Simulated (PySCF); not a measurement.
Radial density of Pd+ (palladium, charge +1)

wB97M-V, [Kr] 4d8 5s1, high-spin 4F determinant (an excited configuration). Computed with PySCF 2.14 in x2c-QZVPPall (13s8p7d4f2g, 118 functions), with the spin-free X2C one-electron Hamiltonian (Gaussian nucleus).

```tsv
r (bohr)	4πr²ρ (e/bohr)	4πr²(ρα − ρβ)
0.0315	54.47	0.0003
0.0530	52.19	0.0060
0.0892	72.87	0.0714
0.150	56.66	0.2558
0.252	55.40	0.4203
0.425	39.74	0.0035
0.714	15.64	0.9392
1.20	13.01	1.6129
2.02	2.964	0.9472
3.40	0.4268	0.2943
5.72	0.01710	0.0158
9.62	4.565e-05	0.0000
```

Densities and radii are taken from the X2C orbitals without a picture-change correction, which distorts them close to the nucleus.
